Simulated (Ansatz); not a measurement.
The pair A = GeH3I (SMILES [GeH3][I]) (first 5 atoms), B = CH4 (SMILES C); geometry from B3LYP-D3(BJ)/def2-TZVP.
(charge 0, multiplicity 1):
```xyz
10

Ge    -0.96600     1.13646     0.75836
I      0.21708    -0.99698     0.05100
H      0.06753     2.02845     1.45395
H     -1.50920     1.79795    -0.51394
H     -2.09979     0.74161     1.71024
C      0.09233    -0.02976     4.28169
H      0.47234    -0.61882     3.44841
H      0.47133    -0.43786     5.21756
H      0.42162     1.00352     4.17883
H     -0.99641    -0.06640     4.28581
```

Cores are frozen in the correlated methods. Filled d and f shells under p-block atoms count as core. MP2 and its Hartree–Fock in def2-QZVPPD, def2-TZVPPD are density fitted.

Codes used: Ansatz (a program for electronic structure) with Gaussian orbitals. Each number belongs to the level named beside it. In def2 rows elements past Kr take small-core potentials, without spin–orbit coupling.

The counterpoise-corrected interaction energy is E(AB) − E(A in the pair's basis) − E(B in the pair's basis). Total energies (hartree):

| level | AB | A in the pair's basis | B in the pair's basis |
|---|---|---|---|
| HF/def2-TZVPPD | -2414.0230281 | -2373.8100642 | -40.2144602 |
| MP2/def2-TZVPPD | -2414.4888667 | -2374.0744663 | -40.4128787 |
| HF/def2-QZVPPD | -2414.0680485 | -2373.8528710 | -40.2166734 |
| MP2/def2-QZVPPD | -2414.5721710 | -2374.1440017 | -40.4264391 |
| MP2/def2-SVPD | -2414.0862814 | -2373.7460527 | -40.3390764 |
| CCSD(T)/def2-SVPD | -2414.1531599 | -2373.7854510 | -40.3666073 |

Work out the counterpoise-corrected interaction energy at the basis-set limit: extrapolate the MP2 correlation part as X⁻³, take Hartree–Fock from the larger set, and add the CCSD(T) − MP2 difference of def2-SVPD.


1. Differences (1 hartree = 627.509 kcal/mol): HF/def2-TZVPPD 0.939; MP2/def2-TZVPPD -0.955; HF/def2-QZVPPD 0.939; MP2/def2-QZVPPD -1.086; MP2/def2-SVPD -0.723; CCSD(T)/def2-SVPD -0.691.
2. Correlation parts, MP2 less HF: -1.894 in def2-TZVPPD (X = 3), -2.024 in def2-QZVPPD (X = 4).
3. Limit (4³·(-2.024) − 3³·(-1.894))/(4³ − 3³) = -2.120; with HF/def2-QZVPPD it gives -1.181.
4. CCSD(T) less MP2 in def2-SVPD: 0.032.
Result: -1.15 kcal/mol, against -0.95 at MP2/def2-TZVPPD. It is an estimate of this method's limit, not of the exact value.
